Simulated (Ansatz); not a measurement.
ammonia borane (SMILES [BH3-][NH3+]) moved off its minimum; all values from Ansatz (a first-principles code), cores frozen in correlated methods.
(charge 0, multiplicity 1)
```xyz
8

B     -1.01183     0.10584     0.09077
N      0.77228    -0.07332     0.01386
H     -1.26851    -0.59290    -0.93103
H     -1.06263     1.23470    -0.28841
H     -1.35464    -0.08185     1.06125
H      0.91743    -1.07923     0.28667
H      1.21464     0.47140     0.80364
H      1.10112     0.05013    -0.88222
```

Task: Give the forces (eV/Å), the total energy and the dipole at CCSD(T)/cc-pVTZ.

Result: 
```json
[
 {"atom": "B1", "Fx": "2.825", "Fy": "0.971", "Fz": "-6.767"},
 {"atom": "N2", "Fx": "-1.574", "Fy": "-1.955", "Fz": "5.180"},
 {"atom": "H3", "Fx": "-0.186", "Fy": "0.092", "Fz": "1.164"},
 {"atom": "H4", "Fx": "-0.320", "Fy": "0.567", "Fz": "0.162"},
 {"atom": "H5", "Fx": "-1.521", "Fy": "-1.346", "Fz": "4.786"},
 {"atom": "H6", "Fx": "-0.008", "Fy": "1.305", "Fz": "-0.574"},
 {"atom": "H7", "Fx": "-0.334", "Fy": "-0.455", "Fz": "-1.839"},
 {"atom": "H8", "Fx": "1.117", "Fy": "0.821", "Fz": "-2.112"}
]
```
Energy -83.0327 hartree, dipole 4.84 D.
